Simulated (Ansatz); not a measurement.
`COB(F)[SiH2]F` + `CN[SiH2]O` → `CN([SiH2]O)[SiH2]F` + `COBF`  (cleavage of the Si–B bond)

Computed with Ansatz on PBE0-D4/def2-TZVP structures; ΔE is electronic, products minus reactants. CBS: MP2 limit from def2 TZ/QZ plus the TZ coupled-cluster correction, frozen cores. Functionals use def2-TZVPP. One conformer a species, not always the lowest.

```csv
level,ΔE (kJ/mol)
r2SCAN-D4,-105.5
ωB97X-V,-105.4
ωB97M-V,-111.9
B2PLYP,-109.4
r2SCAN,-104.5
MP2/def2-TZVPP,-122.2
MP2/def2-QZVPP,-122.7
HF/CBS(def2),-119.0
```

**Question.** What does CCSD(T)/CBS give? (Estimate.)

**Answer.** The calculation gave: -113.1 kJ/mol. The listed levels differ from it by 7.6, 7.7, 1.2, 3.7, 8.6, -9.1, -9.6, -5.9 kJ/mol.

Largest T1 diagnostic among the species: 0.013.

The D4 term adds −6.1 kJ/mol with B3LYP and −3.3 kJ/mol with PBE0; it sums over pairs of atoms, weighted by their polarisabilities, and B3LYP, whose exchange is more repulsive, gets the larger term. From PBE to PBE0 (25 % exact exchange), in def2-TZVPP and without D4, ΔE moves by −7.9 kJ/mol.

B3LYP here is the variant with VWN-RPA as its local correlation; programs differ in this.
